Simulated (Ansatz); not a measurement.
Calculated with Ansatz (gas phase, PBE0-D4/def2-TZVP geometries, no zero-point term in ΔE). CCSD(T)/CBS is the MP2 limit (def2-TZVPP, def2-QZVPP) plus CCSD(T) − MP2 in def2-TZVPP, frozen cores. Functionals use def2-TZVPP. For Br outer-core shells are correlated without core-valence functions, which leaves a few kJ/mol of doubt a bond. Scalar relativity is left out up to krypton. Each species was taken in one conformer, which may not be the lowest.

Consider the formal exchange of groups at a B–C bond: `CC(Br)BS` + `C[SiH2]N` → `N[SiH2]CBS` + `CCBr`.

`CC(Br)BS`:

```xyz
11

C     0.091    0.018    1.284
C     0.360    0.654   -0.053
Br    2.215    0.269   -0.640
B    -0.357    0.150   -1.355
S    -1.243   -1.380   -1.528
H     0.741    0.424    2.060
H     0.240   -1.064    1.258
H    -0.947    0.214    1.572
H     0.344    1.742    0.015
H    -0.336    0.827   -2.337
H    -1.107   -1.855   -0.278
```

`C[SiH2]N`:

Z-matrix (Å, degrees):
```
C
Si 1 1.871
H 1 1.093 2 111.2
H 1 1.094 2 110.5 3 119.8
H 1 1.093 2 111.2 3 -120.4
N 2 1.720 1 116.4 3 60.2
H 2 1.489 1 108.4 3 -179.4
H 2 1.489 1 108.4 3 -60.3
H 6 1.007 2 120.7 1 73.7
H 6 1.007 2 120.7 1 -73.5
```

`N[SiH2]CBS`:

```xyz
13

N    -0.083    1.422   -1.123
Si    1.144    0.477   -0.376
C     0.383   -1.126    0.260
B    -0.710   -0.783    1.292
S    -2.425   -0.479    0.886
H    -0.884    1.714   -0.584
H     0.178    2.130   -1.791
H     1.851    1.129    0.766
H     2.155    0.191   -1.429
H     0.015   -1.653   -0.625
H     1.210   -1.687    0.708
H    -0.465   -0.615    2.451
H    -2.368   -0.720   -0.436
```

`CCBr`:

Z-matrix (Å, degrees):
```
C
C 1 1.506
H 1 1.091 2 111.3
H 1 1.095 2 109.4 3 119.6
H 1 1.091 2 111.3 3 -120.9
Br 2 1.950 1 111.6 3 60.4
H 2 1.088 1 112.5 3 178.6
H 2 1.088 1 112.5 3 -57.7
```

```csv
level,ΔE (eV)
PBE-D4,-0.19
ωB97X-V,-0.22
ωB97M-V,-0.21
r2SCAN,-0.20
MP2/def2-TZVPP,-0.17
HF/def2-QZVPP,-0.24
MP2/def2-QZVPP,-0.17
HF/CBS(def2),-0.24
```

(1) What does CCSD(T)/CBS give? (Best estimate.)

Largest T1 diagnostic among the species: 0.012.

Results:

(1) The calculation gave: -0.18 eV. The listed levels differ from it by -0.01, -0.04, -0.03, -0.02, 0.01, -0.06, 0.01, -0.06 eV.

In def2-TZVPP, CCSD(T) changes the Hartree–Fock value by +0.06 eV (the triples alone add +0.01 eV) and MP2 by +0.07 eV.
